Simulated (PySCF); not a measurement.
Al(Me)(OH)2 (CH5AlO2), SMILES [OH][Al]([OH])[CH3].

Geometry: PBE-D3(BJ)/def2-SVP. The isomer is the one that the SMILES or the coordinates give; other isomers of the formula were not compared. The values are those of a single conformer.

Level of theory: PBE/def2-TZVP run with PySCF.

The molecule is in vacuum.

Task: Estimate the frontier levels, gap, dipole moment and polarisability. (The exact figures need the calculation; the answer reports its results.)

Result: 
The highest occupied level is -7.09 eV and the lowest empty level is -1.01 eV. The orbital gap comes out as 6.08 eV, the dipole moment is 0.339 e·Å and the quadrupole, principal values (traceless, Buckingham form, about the centre of nuclear charge) is -9.34, 0.88, 8.45 D·Å. The mean static polarisability is 45.7 bohr³ (6.77 Å³) and the polarisability, principal values is 38.6, 45.9, 52.6 bohr³.
